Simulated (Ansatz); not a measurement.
Geometry optimisation, Ansatz 0.2.0, RKS LDA/STO-3G.

The input (input.yaml):

```yaml
crystal:
  periodic: [false, false, false]
  atoms:
    - { symbol: Si, position_ang: [0.0, 0.0, 0.0] }
    - { symbol: Si, position_ang: [0.0, 0.0, 2.22] }
    - { symbol: H, position_ang: [-1.3148, -0.4067, 2.7074] }
    - { symbol: H, position_ang: [1.0096, -0.9353, 2.7074] }
    - { symbol: H, position_ang: [0.3052, 1.342, 2.7074] }
    - { symbol: Cl, position_ang: [2.0086, 0.0, -0.7093] }
    - { symbol: Cl, position_ang: [-1.0032, 1.7381, -0.7093] }
    - { symbol: Cl, position_ang: [-1.0032, -1.7381, -0.7093] }
basis:
  gaussian: { orbitals: STO-3G }
hamiltonian:
  xc: lda
relax:
  f_tol: 0.02
  max_steps: 40
output:
  orbitals: {}
```

Command:

```bash
$ ansatz run input.yaml --threads 1 --pin off --max-ram 2048MiB --backend cpu --events-out ev --progress --plain --runs-dir out
```

Where does it end, and by what steps?

The run converged. The force dipped under the threshold on the way, but the program's further checks kept it going. Limits of this set-up: minimal basis. After 11 steps the energy has fallen by 0.089 eV; H4 moved furthest, 0.21 Å.

```json
{"step": "0", "energy less start (eV)": "0.0000", "largest force component (eV/Å)": "1.225", "accepted": "yes"}
{"step": "1", "energy less start (eV)": "-0.0776", "largest force component (eV/Å)": "0.321", "accepted": "yes"}
{"step": "2", "energy less start (eV)": "-0.0859", "largest force component (eV/Å)": "0.055", "accepted": "yes"}
{"step": "3", "energy less start (eV)": "-0.0861", "largest force component (eV/Å)": "0.005", "accepted": "yes"}
{"step": "4", "energy less start (eV)": "-0.0863", "largest force component (eV/Å)": "0.018", "accepted": "yes"}
{"step": "5", "energy less start (eV)": "-0.0872", "largest force component (eV/Å)": "0.078", "accepted": "yes"}
{"step": "6", "energy less start (eV)": "-0.0853", "largest force component (eV/Å)": "0.222", "accepted": "no"}
{"step": "7", "energy less start (eV)": "-0.0808", "largest force component (eV/Å)": "0.258", "accepted": "no"}
{"step": "8", "energy less start (eV)": "-0.0881", "largest force component (eV/Å)": "0.014", "accepted": "yes"}
{"step": "9", "energy less start (eV)": "-0.0885", "largest force component (eV/Å)": "0.098", "accepted": "yes"}
{"step": "10", "energy less start (eV)": "-0.0885", "largest force component (eV/Å)": "0.047", "accepted": "yes"}
{"step": "11", "energy less start (eV)": "-0.0894", "largest force component (eV/Å)": "0.006", "accepted": "yes"}
```

```xyz
8
Properties=species:S:1:pos:R:3
Si 0.000 0.000 0.022
Si 0.000 0.000 2.282
H -1.364 -0.203 2.728
H 0.858 -1.080 2.728
H 0.506 1.283 2.728
Cl 1.943 0.146 -0.757
Cl -1.097 1.609 -0.758
Cl -0.844 -1.755 -0.758
```

Whether the end is a true minimum wasn't checked by a vibrational analysis.

The run took 18 s on 1 thread of Arm Neoverse V2, with other jobs on the host, peak memory 0.11 GiB.
